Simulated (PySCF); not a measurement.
## Ni: ionisation energy

Ni [Ar] 3d8 4s2 (3F) → Ni⁺ [Ar] 3d9 (2D), as a difference of total energies. Calculation: PySCF 2.14, in x2c-TZVPPall; the spin-free X2C one-electron Hamiltonian (Gaussian nucleus). Correlated levels: valence: [Ar] frozen; valence and next inner shell: [Ne] frozen. The calculations carry no spin-orbit coupling.

```json
{"method": "UHF", "ionisation energy (eV)": "8.223"}
{"method": "LDA", "ionisation energy (eV)": "7.621"}
{"method": "PBE", "ionisation energy (eV)": "7.707"}
{"method": "PBE0", "ionisation energy (eV)": "7.800"}
{"method": "MN15", "ionisation energy (eV)": "6.705"}
{"method": "B2PLYP", "ionisation energy (eV)": "7.703"}
{"method": "BP86", "ionisation energy (eV)": "7.868"}
{"method": "HSE06", "ionisation energy (eV)": "7.897"}
{"method": "MP2 (valence)", "ionisation energy (eV)": "6.924"}
{"method": "SCS-MP2 (valence)", "ionisation energy (eV)": "7.136"}
{"method": "MP2 (valence and next inner shell)", "ionisation energy (eV)": "6.449"}
{"method": "SCS-MP2 (valence and next inner shell)", "ionisation energy (eV)": "6.772"}
```

A first-order spin-orbit estimate (lowest level to lowest level, LS coupling) adds 0.048 eV.

Errors of the correlated levels include the incompleteness of this basis and the frozen core.

MP2 underrates the near-degeneracy of ns² with np² in the lower species.

Which method comes closest to the reference value, and which is furthest?

The reference is 7.640 eV (measured; NIST Atomic Spectra Database, ionization energies). Closest: LDA (error 0.028 eV); furthest: MP2 (valence and next inner shell) (error -1.144 eV), both after the spin-orbit estimate.
